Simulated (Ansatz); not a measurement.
Ansatz (a program for electronic structure) input (CCSD(T)/aug-cc-pV(D+d)Z):
A basis named .json is the Basis Set Exchange file of that set.

Ansatz 0.2 input:
```yaml
crystal:
  periodic: [false, false, false]
  atoms:
    - {symbol: Si, position_ang: [0.73898287, 0.26936144, 0.64122572]}
    - {symbol: Cl, position_ang: [1.64281831, -1.30966917, -0.21015980]}
    - {symbol: Cl, position_ang: [0.43227763, 1.82615936, -0.59422033]}
    - {symbol: N, position_ang: [-0.97376412, -0.35164648, 1.03265015]}
    - {symbol: Si, position_ang: [-2.18720817, -0.56757647, -0.40771012]}
    - {symbol: H, position_ang: [1.32065914, 0.65472568, 1.92474267]}
    - {symbol: H, position_ang: [-1.40317531, 0.27824762, 1.71695889]}
    - {symbol: H, position_ang: [-3.13619132, -1.56027787, 0.11198291]}
    - {symbol: H, position_ang: [-1.34576924, -1.04398442, -1.50910972]}
    - {symbol: H, position_ang: [-2.74259553, 0.77743875, -0.58324692]}
    - {symbol: H, position_ang: [-0.87805534, -1.24994751, 1.51536526]}
basis:
  gaussian:
    orbitals: aug-cc-pV_D+d_Z.json
total_charge: 1
magnetization: {spin_polarized: false}
correlation: {method: ccsd_t, electrons: outside_noble_gas}
output: {forces: true}
```

End of the output:

```
21 core orbitals not correlated
reference -42307.01473592 eV, -1554.7541148205 hartree; 16, 16 occupied and 168, 168 virtual orbitals, 2024 factors
densities: 6.43 GiB planned
second order -18.57723012 eV of doubles, -0.00000000 eV of singles
coupled cluster: 4.85 GiB planned
cycle   1  -19.80613246 eV  change    -1.2e0 eV  update   9.6e-2
cycle   2  -20.32312409 eV  change   -5.2e-1 eV  update   2.8e-2
cycle   3  -20.40452397 eV  change   -8.1e-2 eV  update   1.2e-2
cycle   4  -20.39967753 eV  change    4.8e-3 eV  update   2.8e-3
cycle   5  -20.39892724 eV  change    7.5e-4 eV  update   9.4e-4
cycle   6  -20.39885732 eV  change    7.0e-5 eV  update   2.7e-4
cycle   7  -20.39881590 eV  change    4.1e-5 eV  update   8.9e-5
cycle   8  -20.39882250 eV  change   -6.6e-6 eV  update   2.9e-5
cycle   9  -20.39882348 eV  change   -9.8e-7 eV  update   9.3e-6
perturbative correction -0.63373105 eV, -0.0232891867 hartree
the calculation of the forces begins
1.19 GiB of device memory are held for the factors and their scratch space
Total energy: -42328.04729046 eV, -1555.5270469433 hartree
Atom 0 at     0.738983     0.269361     0.641226 Å, force     0.189255     0.093717     0.188098 eV/Å
Atom 1 at     1.642818    -1.309669    -0.210160 Å, force     0.183097    -0.332830    -0.155063 eV/Å
Atom 2 at     0.432278     1.826159    -0.594220 Å, force    -0.075873     0.320512    -0.237017 eV/Å
Atom 3 at    -0.973764    -0.351646     1.032650 Å, force     0.057363     0.032246    -0.052522 eV/Å
Atom 4 at    -2.187208    -0.567576    -0.407710 Å, force    -0.229644    -0.042756    -0.240524 eV/Å
Atom 5 at     1.320659     0.654726     1.924743 Å, force     0.038447     0.031287     0.117843 eV/Å
Atom 6 at    -1.403175     0.278248     1.716959 Å, force    -0.147331     0.195158     0.262771 eV/Å
Atom 7 at    -3.136191    -1.560278     0.111983 Å, force    -0.086318    -0.093221     0.048413 eV/Å
Atom 8 at    -1.345769    -1.043984    -1.509110 Å, force     0.096007    -0.043376    -0.117763 eV/Å
Atom 9 at    -2.742596     0.777439    -0.583247 Å, force    -0.050852     0.135646    -0.014300 eV/Å
Atom 10 at    -0.878055    -1.249948     1.515365 Å, force     0.025852    -0.296384     0.200064 eV/Å
Dipole moment:    -0.851838    -0.251667     0.652288 e Å
```

It need not be the lowest isomer of its formula.
